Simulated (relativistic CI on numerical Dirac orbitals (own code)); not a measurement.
**Charge states of xenon**

These numbers are calculated, not measured: Dirac-Coulomb-Breit CI, separate exchange-only KLI orbitals for each configuration, a model potential for QED, valence Slater integrals scaled by 0.9 (own radial code, finite nucleus).

Each species is treated in one configuration, given outside its closed core. Radial values are for the open shell of highest l, unscaled and averaged over j; ζ includes the Breit term. Labels give the leading LS character, summed over repeated terms.

| Ion | Configuration | Its lowest level | LS weight (%) | F² (cm⁻¹) | F⁴ (cm⁻¹) | ζ (cm⁻¹) | Next level | E (cm⁻¹) |
| --- | --- | --- | --- | --- | --- | --- | --- | --- |
| Xe²⁴⁺ | 3d10 4s2 | 1S_0 | 100 |  |  |  |  |  |
| Xe²⁵⁺ | 3d10 4s | 2S_1/2 | 100 |  |  |  |  |  |
| Xe²⁶⁺ | 3d10 | 1S_0 | 100 |  |  |  |  |  |
| Xe²⁷⁺ | 3d9 | 2D_5/2 | 100 |  |  | 43510 | 2D_3/2 | 109030 |
| Xe²⁸⁺ | 3d8 | 3F_4 | 93 | 381200 | 245100 | 44750 | 1D_2 | 46394 |
| Xe²⁹⁺ | 3d7 | 4F_9/2 | 74 | 386600 | 248700 | 46020 | J = 3/2 (mixed) | 64918 |
| Xe³⁰⁺ | 3d6 | 5D_4 | 59 | 391900 | 252400 | 47320 | J = 2 (mixed) | 38530 |
| Xe³¹⁺ | 3d5 | 6S_5/2 | 51 | 397200 | 256000 | 48650 | J = 5/2 (mixed) | 88556 |
| Xe³²⁺ | 3d4 | 3P_0 | 51 | 402500 | 259600 | 50010 | 5D_1 | 80733 |
| Xe³³⁺ | 3d3 | 4F_3/2 | 65 | 407700 | 263100 | 51400 | 4F_5/2 | 89135 |
| Xe³⁴⁺ | 3d2 | 3F_2 | 82 | 412900 | 266700 | 52820 | 3P_0 | 105900 |
| Xe³⁵⁺ | 3d | 2D_3/2 | 100 |  |  | 54280 | 2D_5/2 | 136080 |
| Xe³⁶⁺ | 3s2 3p6 | 1S_0 | 100 |  |  |  |  |  |
| Xe³⁷⁺ | 3s2 3p5 | 2P°_3/2 | 100 |  |  | 419200 | 2P°_1/2 | 629790 |
| Xe³⁸⁺ | 3s2 3p4 | 3P_2 | 72 | 366900 |  | 426200 | 1S_0 | 101370 |
| Xe³⁹⁺ | 3s2 3p3 | J = 3/2 (mixed) | 44 | 369300 |  | 433300 | 4S°_3/2 | 579020 |
| Xe⁴⁰⁺ | 3s2 3p2 | 3P_0 | 73 | 371600 |  | 440400 | 3P_1 | 600430 |
| Xe⁴¹⁺ | 3s2 3p | 2P°_1/2 | 100 |  |  | 447600 | 2P°_3/2 | 672510 |
| Xe⁴²⁺ | 3s2 | 1S_0 | 100 |  |  |  |  |  |
| Xe⁴³⁺ | 3s | 2S_1/2 | 100 |  |  |  |  |  |
| Xe⁴⁴⁺ | 2s2 2p6 | 1S_0 | 100 |  |  |  |  |  |
| Xe⁴⁵⁺ | 2s2 2p5 | 2P°_3/2 | 100 |  |  | 1.799e+06 | 2P°_1/2 | 2.7036e+06 |
| Xe⁴⁶⁺ | 2s2 2p4 | 3P_2 | 70 | 986600 |  | 1.834e+06 | 1S_0 | 299630 |
| Xe⁴⁷⁺ | 2s2 2p3 | J = 3/2 (mixed) | 47 | 995500 |  | 1.869e+06 | 4S°_3/2 | 2.6083e+06 |
